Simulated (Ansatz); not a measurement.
## Ligand exchange: GaH2(CH3) + BH(NH2)2 → GaH2(NH2) + BH(CH3)(NH2)

Species: GaH2(CH3), singlet; BH(NH2)2, singlet; GaH2(NH2), singlet; BH(CH3)(NH2), singlet. The partners trade CH3 for NH2: Ga–CH3 and B–NH2 bonds give way to Ga–NH2 and B–CH3.

Shapes, held fixed at every level: PBE0-D4/def2-TZVP. Programs: Ansatz 0.2.0. Electronic energies: no zero-point or thermal term.

```tsv
level	kind	ΔE (kJ/mol)	less CCSD(T)/def2-TZVPP
SPW92/def2-TZVPP	LDA	+23.1	+3.2
PBE-D4/def2-TZVPP	GGA	+22.5	+2.6
B3LYP-D4/def2-TZVPP	global hybrid	+24.0	+4.1
B2PLYP/def2-TZVPP	double hybrid	+21.9	+2.0
CCSD(T)/def2-SVP	coupled cluster or CI	+15.3	-4.6
CCSD/def2-SVP	coupled cluster or CI	+17.3	-2.6
CCSD(T)/def2-TZVPP	coupled cluster or CI	+19.9	0.0
```

The highest level, CCSD(T)/def2-TZVPP, gives ΔE = +19.9 kJ/mol; the levels span +15.3 to +24.0. The column of differences is taken from that level and isn't an error. No measured value is set beside it here. Relativity is left out for Ga. Outer-core shells of Ga are correlated, in sets that cover them unevenly.
